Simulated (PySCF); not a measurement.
CH4MgOSe, SMILES [O]([Mg][SeH])C.

Coordinates come from a PBE-D3(BJ)/def2-SVP optimisation. The structure was generated by enumeration; whether it is a known compound was not checked. One conformer was computed; it need not be the lowest.

The numbers are results of PBE-D3(BJ)/def2-SVP run with PySCF 2.14.0, not measurements.

Frequencies are harmonic and unscaled.

A small imaginary wavenumber (i) marks a very flat motion, where grid noise or a shallow saddle decides the sign.

Question: Give all harmonic wavenumbers and intensities. (An estimate is asked for; the answer gives what the named calculation found.)

Answer: 
| mode | ν (cm⁻¹) | IR (km/mol) | moving atoms (share of kinetic energy) |
|---|---|---|---|
| 1 | 21i | 2.6 | H 99 % |
| 2 | 63 | 0.2 | O 28 %, C 26 %, H 22 %, Mg 20 % |
| 3 | 66 | 0.2 | Mg 28 %, C 25 %, H 21 %, O 20 % |
| 4 | 117 | 49.8 | Mg 48 %, O 44 % |
| 5 | 123 | 47.8 | Mg 58 %, O 37 % |
| 6 | 248 | 2.3 | Se 39 %, O 21 %, C 19 %, Mg 15 % |
| 7 | 491 | 2.0 | H 95 % |
| 8 | 651 | 48.2 | Mg 64 %, C 23 % |
| 9 | 1143 | 0.2 | H 76 %, C 19 % |
| 10 | 1144 | 0.3 | H 76 %, C 19 % |
| 11 | 1250 | 420.3 | O 59 %, C 37 % |
| 12 | 1420 | 0.2 | H 97 % |
| 13 | 1421 | 0.1 | H 97 % |
| 14 | 1432 | 49.7 | H 88 %, C 10 % |
| 15 | 2342 | 13.4 | H 99 % |
| 16 | 2875 | 207.8 | H 98 % |
| 17 | 2937 | 61.5 | H 91 %, C 9 % |
| 18 | 2937 | 60.8 | H 91 %, C 9 % |
